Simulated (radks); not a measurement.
The numbers below are computed, except where a source is named.
Ionisation of Mn, [Ar] 3d5 4s2, to Mn+, [Ar] 3d5 4s1, under several functionals. Dirac Kohn-Sham, spin-unpolarised, spherical densities, point nucleus; open shells are shared between the two j in proportion to 2j + 1; a radial shooting solver on a logarithmic mesh with Libxc functionals.

| functional | E(Mn) (hartree) | Exc (hartree) | IE (eV) | -e(HOMO) (eV) | <r> HOMO (bohr) | IE error (eV) |
|---|---|---|---|---|---|---|
| HCTH/407 | -1158.97555 | -52.69994 | 8.364 | 5.108 | 3.135 | +0.930 |
| Wu-Cohen GGA | -1157.91762 | -51.55052 | 8.447 | 5.138 | 3.069 | +1.013 |
| RPBE | -1158.50433 | -52.14720 | 8.310 | 5.040 | 3.113 | +0.876 |
| OLYP | -1158.77615 | -52.46947 | 8.040 | 4.791 | 3.138 | +0.606 |
| LDA (Slater exchange, Perdew-Zunger correlation) | -1156.15800 | -49.75097 | 8.654 | 5.289 | 3.068 | +1.220 |
| PBE | -1158.31570 | -51.95403 | 8.416 | 5.107 | 3.094 | +0.982 |
| PW91 | -1158.63589 | -52.28386 | 8.475 | 5.159 | 3.088 | +1.041 |
| BP86 | -1158.72872 | -52.37366 | 8.606 | 5.269 | 3.076 | +1.172 |
| PBEsol | -1157.18468 | -50.79760 | 8.433 | 5.124 | 3.081 | +0.999 |

NIST Atomic Spectra Database: 7.434 eV (measured). Closest: OLYP. The Delta-SCF values span 0.61 eV, the total energies 2.82 hartree. The highest occupied level is 4s1/2. Spin polarisation and multiplet splitting are left out, so open shells lie too high by an amount that depends on their filling.

Beside tabulated values, note that spin-unpolarised runs miss the spin-polarisation part of the exchange energy of open shells.
